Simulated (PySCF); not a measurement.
NMR data simulated for an unnamed compound:

$^{1}$H NMR (600 MHz, computed): δ 5.94 (m, 1H), 5.41 (m, 1H), 5.35 (m, 1H), 2.72 (m, 2H), 1.24 (m, 6H).

$^{13}$C{$^{1}$H} NMR (computed): δ 140.3 (CH), 125.4 (CH2), 46.0 (CH2), 17.3 (CH3).

PySCF 2.14 calculation with σ from GIAO-PBE0/pcSseg-1 and GFN2-xTB geometry; non-relativistic, rapidly exchanging positions averaged, isolated molecule, a single conformation.

References, each an isolated molecule treated in the same way: TMS for $^{1}$H, $^{13}$C.

Question: Which of these does the molecule contain: a vinyl group CH=CH2, a (CH3)2CH unit, an ester, a non-aromatic C=C double bond, a CF3 group?

Answer: 
- A vinyl group CH=CH2: yes (δC 125.4, 140.3; δH 5.35 (m), 5.41 (m), 5.94 (m)).
- A (CH3)2CH unit: no.
- An ester: no.
- A non-aromatic C=C double bond: yes.
- A CF3 group: no.

The data belong to SMILES CP(CC=C)(C)=O, C5H11OP; they needn't prove each group on their own.

Carbon signals by region: 2 in the sp2 and nitrile region (100–160 ppm), 2 below 50 ppm.

Splittings by $^{31}$P in the carbon and heteronuclear signals aren't shown, as no couplings were computed. Shifts are as computed. Against solution values, carbons near 30 ppm lie about +3 ppm off and those near 130 ppm about +5 ppm. Of 1211 compounds with measured shifts, 218 miss one by over three times the rms of a fit or turn the order of signals round; such compounds aren't used in these exercises. Multiplicities follow the n + 1 count of equivalent neighbours, as no J values were calculated; m marks all less simple cases, F and P coupling included.
